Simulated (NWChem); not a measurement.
Species: CdF$_{2}$; SMILES [F][Cd][F]

```xyz
3

Cd     0.0000     0.0000    -0.4601
F      1.9186     0.0000    -0.4601
F     -1.9186     0.0000    -0.4601
```
Atoms are numbered in this order, from 1.

Level: PBE0/def2-SVP with def2 effective core potentials on Cd (NWChem), optimised geometry, unscaled harmonic frequencies. def2 effective core potentials on Cd; no spin-orbit coupling.

```json
[
 {"frequency (cm⁻¹)": "136", "IR intensity (km/mol)": "30.2"},
 {"frequency (cm⁻¹)": "570", "IR intensity (km/mol)": "0.0"},
 {"frequency (cm⁻¹)": "679", "IR intensity (km/mol)": "77.6"}
]
```

```json
{
 "zero_point_energy": "2.2 kcal/mol",
 "thermal correction to the enthalpy at 298.15 K (with zero-point energy)": "5.6 kcal/mol",
 "heat capacity Cv": "11.8 cal/(mol K)",
 "entropy at 298.15 K and 1 atm (symmetry number 2)": "51.3 cal/(mol K)"
}
```

Rigid rotor and harmonic oscillator.
